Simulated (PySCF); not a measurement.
Computed properties of C2H6N2OSi, SMILES N(=C=O)[Si@H](N)C

C2H6N2OSi, SMILES C[Si@@H](N)N=C=O. Coordinates come from a B3LYP-D3(BJ)/def2-SVP optimisation. The structure was generated by enumeration; whether it is a known compound was not checked. The values are those of a single conformer. All values are computed for the isolated molecule unless a solvent is named; none is compared with measurement here.

**Structure.** All 30 harmonic modes at B3LYP-D3(BJ)/def2-SVP (PySCF) are real, so it is a minimum. With heavy atoms numbered as in [CH3:1][Si@@H:2]([NH2:3])[N:4]=[C:5]=[O:6], the shortest bond between them is C5–O6 at 1.175 Å and the longest C1–Si2 at 1.868 Å.

**Vibrations.** The strongest infrared lines (harmonic, unscaled, degenerate partners summed) lie at 2443 cm⁻¹ (1502 km/mol, C 69 %, N 20 %, O 11 %), 932 cm⁻¹ (227 km/mol, H 65 %, Si 23 %, N 11 %), 886 cm⁻¹ (193 km/mol, H 56 %, Si 22 %, N 18 %). The softest mode is at 46 cm⁻¹ and the zero-point energy is 53.7 kcal/mol.

**Electronic structure.** B3LYP/def2-TZVP (PySCF) places the frontier levels at -7.57 and 0.16 eV, a gap of 7.73 eV, and gives a dipole moment of 2.72 D and a mean polarisability of 65.0 bohr³. PBE/def2-TZVP (PySCF) at the same geometry gives -6.37 and -0.41 eV, so its gap is 1.77 eV narrower. An orbital gap is neither the optical nor the fundamental gap.

**Excitations.** TDDFT-M06-2X/def2-SVPD (PySCF) has S1 at 6.88 eV (180 nm, f = 0.017, weak); the most intense of the 10 singlets computed lies at 8.49 eV (f = 0.13). T1 (TDA) is at 6.52 eV. TDDFT-PBE/def2-SVPD (PySCF) puts S1 at 6.02 eV. No vertical singlet excitation falls in the visible range (under 3.1 eV).

**NMR.** GIAO shifts at KT2/pcSseg-1 (PySCF) (non-relativistic, atoms alike by connectivity averaged): ¹³C from 1.7 to 118.4 ppm against TMS; ¹H from 0.6 to 5.2 ppm against TMS; ²⁹Si at -37.4 ppm against TMS.

**Solvation.** SMD-M06-2X/def2-SVP (PySCF) gives 1.0 kcal/mol in water, -2.3 kcal/mol in chloroform, -3.0 kcal/mol in dimethylsulfoxide (1 M in both phases, gas-phase geometry); of these solvents dimethylsulfoxide holds the molecule best.
